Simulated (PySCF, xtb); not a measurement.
Zn(Me) (CH₃Zn), SMILES [CH3][Zn+], charge +1.

xtb with GFN2-xTB at its own geometry gives an orbital gap of 4.01 eV.

The structure is a stationary point at r2SCAN-D4/def2-TZVP. The spin state was assumed, not searched. The isomer is the one that the SMILES or the coordinates give; other isomers of the formula were not compared.

### Question
What does r2SCAN/def2-TZVPD (PySCF) give? (Estimate from the structure and the level; the computed values follow.)

### Answer
gap 4.05 eV (levels -14.03 and -9.98 eV).
